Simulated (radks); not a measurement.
Results of a calculation; reference values are marked as such.
Valence configurations of As2+ (all share [Ar]). Code: a radial shooting solver on a logarithmic mesh with Libxc functionals. Model: Dirac Kohn-Sham, PBEsol, spin-unpolarised, spherical densities, point nucleus; open shells fill j = l - 1/2 first. Energies are relative to 3d10 4s2 4p1; eigenvalues in eV.

| valence | E (eV) | e(3d3/2) | e(3d5/2) | e(4p1/2) | e(4p3/2) | e(4s1/2) |
|---|---|---|---|---|---|---|
| 3d10 4s2 4p1 | 0.000 | -62.289 | -61.557 | -22.921 | - | -33.431 |
| 3d10 4s1.5 4p1.5 | 5.270 | -63.055 | -62.322 | -23.288 | - | -33.856 |
| 3d10 4s1 4p2 | 10.568 | -63.808 | -63.075 | -23.645 | - | -34.270 |
| 3d9.5 4s2 4p1.5 | 20.430 | -68.017 | -67.264 | -24.151 | - | -35.057 |
| 3d9.5 4s1.5 4p2 | 25.897 | -68.754 | -68.000 | -24.497 | - | -35.459 |
| 3d9 4s2 4p2 | 43.139 | -73.874 | -73.098 | -25.347 | - | -36.640 |
| 3d9 4s1.5 4p2.5 | 49.038 | -74.652 | -73.876 | -25.709 | -25.230 | -37.060 |
| 3d9 4s1 4p3 | 54.969 | -75.419 | -74.641 | -26.062 | -25.577 | -37.471 |
| 3d8.5 4s2 4p2.5 | 68.461 | -79.926 | -79.126 | -26.550 | -26.041 | -38.225 |
| 3d8 4s2 4p3 | 96.249 | -86.098 | -85.275 | -27.730 | -27.185 | -39.776 |

NIST lists [Ar] 3d10 4s2 4p1 as the ground configuration; this level of theory agrees among the configurations tried. The energies are those of spherical spin-averaged densities, not of single terms.
